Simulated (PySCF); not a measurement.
Compound: C10H8.
Atom-mapped SMILES: `[CH:1]#[C:2][C@@:3]12[CH:4]=[CH:5][C@H:6]3[CH:7]=[CH:8][C@@H:9]1[C@@H:10]23`

NICS is the negative of the GIAO shielding at a point without a nucleus: at the ring centre (0) and 1 Å above and below it (1); zz is the component along the ring normal. Level: GIAO PBE0/pcSseg-1 (PySCF, non-relativistic, gas phase) on the GFN2-xTB geometry, one conformer.

Ring bond lengths (Å), with Mayer bond orders in brackets: C3–C4 1.467 (1.07), C4–C5 1.333 (1.77), C5–C6 1.511 (0.97), C6–C10 1.528 (0.99), C10–C3 1.511 (0.86); C3–C9 1.577 (0.78), C9–C10 1.497 (0.90), C10–C3 1.511 (0.86); C6–C7 1.511 (0.98), C7–C8 1.335 (1.76), C8–C9 1.459 (1.06), C9–C10 1.497 (0.90), C10–C6 1.528 (0.99).

Task: What do the NICS probes read (ppm)?

Result: 
| ring | type | NICS(0) | NICS(1), two faces | NICS(1)zz, two faces | rms pucker (Å) | centre to ring atoms, mean (Å) |
| --- | --- | --- | --- | --- | --- | --- |
| C3–C4–C5–C6–C10 | 5-membered carbocycle; formal bonds 1 double, 4 single | -9.0 | -10.5 / -4.2 | -12.4 / -6.8 | 0.08 | 1.25 |
| C3–C9–C10 | 3-membered carbocycle; formal bonds all single | -43.4 | -7.5 / -11.4 | -22.3 / -16.9 | 0.00 | 0.88 |
| C6–C7–C8–C9–C10 | 5-membered carbocycle; formal bonds 1 double, 4 single | -8.2 | -10.6 / -4.3 | -12.4 / -8.6 | 0.08 | 1.24 |

Task: What do they say, and how far can they be read as aromaticity?

Result: 
- C3–C4–C5–C6–C10: mean NICS(1)zz -9.6 ppm, shielded. C3, C6, C10 have four or more neighbours, so the value isn't read as a sign of a π ring current. The two faces differ by 5.6 ppm, so no symmetry operation interchanges them.
- C3–C9–C10: mean NICS(1)zz -19.6 ppm, shielded. C3, C9, C10 have four or more neighbours, and the NICS criterion for π rings isn't applied. The two faces differ by 5.4 ppm, so no symmetry operation interchanges them. NICS(0) lies 34 ppm below the mean NICS(1).
- C6–C7–C8–C9–C10: mean NICS(1)zz -10.5 ppm, shielded. C6, C9, C10 have four or more neighbours, and the NICS criterion for π rings isn't applied. The two faces differ by 3.8 ppm, so no symmetry operation interchanges them.

Task: At the first NICS(1) probe listed for ring C3–C4–C5–C6–C10, 1 Å off the ring, what do the in-plane components average?

Result: The isotropic value is a third of the trace: (3 × -10.5 − (-12.4))/2 = -9.6 ppm.

Task: List the ring angles and the Hirshfeld charges of the ring atoms.

Result: 
- C3–C4–C5–C6–C10: C3 107.0° (+0.012 e), C4 110.8° (-0.057 e), C5 110.9° (-0.046 e), C6 104.0° (-0.024 e), C10 104.2° (-0.029 e); sum 536.9° against 540° for a flat convex ring.
- C3–C9–C10: C3 58.0° (+0.012 e), C9 58.8° (-0.034 e), C10 63.2° (-0.029 e); sum 180.0° against 180° for a flat convex ring.
- C6–C7–C8–C9–C10: C6 103.8° (-0.024 e), C7 110.7° (-0.046 e), C8 110.6° (-0.060 e), C9 107.5° (-0.034 e), C10 104.2° (-0.029 e); sum 536.9° against 540° for a flat convex ring.

Task: How shielded are the nuclei of the rings and their hydrogens (means over atoms taken as equivalent)?

Result: 
| atoms | environment | σ isotropic (ppm) |
| --- | --- | --- |
| C3 | sp3 carbon at a ring junction | 141.6 |
| C4 | alkene CH carbon | 57.8 |
| C5 | alkene CH carbon | 49.2 |
| C6 | sp3 carbon at a ring junction | 129.7 |
| C7 | alkene CH carbon | 46.9 |
| C8 | alkene CH carbon | 60.5 |
| C9 | sp3 carbon at a ring junction | 129.5 |
| C10 | sp3 carbon at a ring junction | 126.7 |
| H on C4 | vinylic hydrogen | 26.50 |
| H on C5 | vinylic hydrogen | 25.77 |
| H on C6 | methine hydrogen | 28.64 |
| H on C7 | vinylic hydrogen | 25.69 |
| H on C8 | vinylic hydrogen | 26.40 |
| H on C9 | methine hydrogen | 28.35 |

The list is cut; further classes of hydrogen are left out.
